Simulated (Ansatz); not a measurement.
Cl2Mg (SMILES [Cl][Mg][Cl]) moved off its minimum; all values from Ansatz (a first-principles code), cores frozen in correlated methods.
(charge 0, multiplicity 1)
```xyz
3

Mg     0.0153    -0.0032     0.0239
Cl     0.0176     0.0443    -2.2396
Cl    -0.0118    -0.0009     2.2000
```

| level | largest force (eV/Å) | on atom | rms difference from CCSD(T)/def2-TZVPPD (eV/Å) | dipole (D) |
|---|---|---|---|---|
| HF/def2-TZVPP | 1.00 | Cl2 | 0.060 | 0.42 |
| PBE/def2-TZVPP | 0.91 | Mg1 | 0.018 | 0.36 |
| r2SCAN/def2-TZVPP | 1.01 | Cl2 | 0.076 | 0.38 |
| B3LYP/def2-TZVPP | 0.93 | Cl2 | 0.045 | 0.38 |
| wB97M-V/def2-TZVPP | 1.00 | Cl2 | 0.074 | 0.39 |
| MP2/def2-TZVPPD | 0.96 | Mg1 | 0.006 | 0.40 |
| CCSD(T)/def2-TZVPPD | 0.96 | Mg1 | 0.000 | 0.39 |

The differences count from one level among others, with limits of its own. Forces at CCSD(T)/def2-TZVPPD (eV/Å):

```
atom      Fx      Fy      Fz
----  ------  ------  ------
Mg1   -0.008   0.037  -0.954
Cl2    0.004  -0.027   0.866
Cl3    0.004  -0.009   0.089
```
